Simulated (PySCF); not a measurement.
Species: C6H8O3.
Atom-mapped SMILES: `[O:1]=[CH:2][O:3][C@@H:4]1[CH2:5][CH2:6][CH2:7][C:8]1=[O:9]`

Cartesian coordinates in Å at the GFN2-xTB level; atoms count from 1:
```
atom  x, y, z in Å
O1     2.7631    0.5967    1.7388
C2     2.8191    0.5606    0.5462
O3     1.8292    0.2978   -0.2892
C4     0.5353    0.0775    0.2650
C5    -0.1168   -1.2044   -0.2459
C6    -1.6129   -0.9165   -0.1097
C7    -1.7481    0.5514   -0.5101
C8    -0.4346    1.1969   -0.1401
O9    -0.1682    2.3636   -0.1696
H10    3.7338    0.7328   -0.0437
H11    0.6213    0.0808    1.3621
H12    0.1972   -2.0829    0.3143
H13    0.1578   -1.3406   -1.2930
H14   -2.2139   -1.5753   -0.7331
H15   -1.9211   -1.0506    0.9281
H16   -2.5838    1.0665   -0.0389
H17   -1.8646    0.6578   -1.5912
```

Probes without a nucleus sit at each ring's centroid and 1 Å off its mean plane on both sides; NICS is minus the shielding there, NICSzz its component along the normal. Level: GIAO PBE0/pcSseg-1 (PySCF, non-relativistic, gas phase) on the GFN2-xTB geometry, one conformer.

Ring bond lengths (Å), with Mayer bond orders in brackets: C4–C5 1.526 (1.01), C5–C6 1.530 (1.01), C6–C7 1.528 (1.02), C7–C8 1.510 (1.00), C8–C4 1.536 (0.91).

Question: Give the NICS values of each ring in ppm.

Answer: 
```csv
ring,type,NICS(0),"NICS(1), two faces","NICS(1)zz, two faces",rms pucker (Å),"centre to ring atoms, mean (Å)"
C4–C5–C6–C7–C8,5-membered carbocycle; formal bonds all single,0.3,-2.3 / -3.0,-1.6 / -2.8,0.17,1.28
```

Question: What do they say, and how far can they be read as aromaticity?

Answer: 
- C4–C5–C6–C7–C8: mean NICS(1)zz -2.2 ppm, near zero. C4, C5, C6, C7 have four or more neighbours; no verdict on aromaticity is drawn.

Question: At the first NICS(1) probe listed for ring C4–C5–C6–C7–C8, 1 Å off the ring, what do the in-plane components average?

Answer: The isotropic value is a third of the trace: (3 × -2.3 − (-1.6))/2 = -2.6 ppm.

Question: What are the shieldings of the ring atoms and their hydrogens in the same run (means over atoms taken as equivalent)?

Answer: 
```csv
atoms,environment,σ isotropic (ppm),"principal values of the symmetric part, first atom (ppm)"
C4,sp3 carbon bound to oxygen,111.8,"70.2, 119.2, 146.1"
C5,ring CH2 carbon,154.7,"132.5, 160.6, 171.0"
C6,ring CH2 carbon,166.8,"154.9, 168.6, 177.0"
C7,sp3 carbon next to a carbonyl,148.5,"135.9, 140.5, 169.2"
C8,ketone carbonyl carbon,-30.1,"-107.7, -52.0, 69.5"
H11,methine hydrogen,25.75,"21.4, 25.3, 30.6"
H12,methylene hydrogen,29.36,"25.3, 27.8, 34.9"
H13,methylene hydrogen,29.75,"25.3, 29.0, 35.0"
H14,methylene hydrogen,29.65,"25.4, 27.0, 36.5"
H15,methylene hydrogen,29.90,"25.4, 27.9, 36.4"
H16,methylene hydrogen,29.37,"25.2, 27.8, 35.1"
H17,methylene hydrogen,29.42,"25.6, 27.5, 35.1"
```
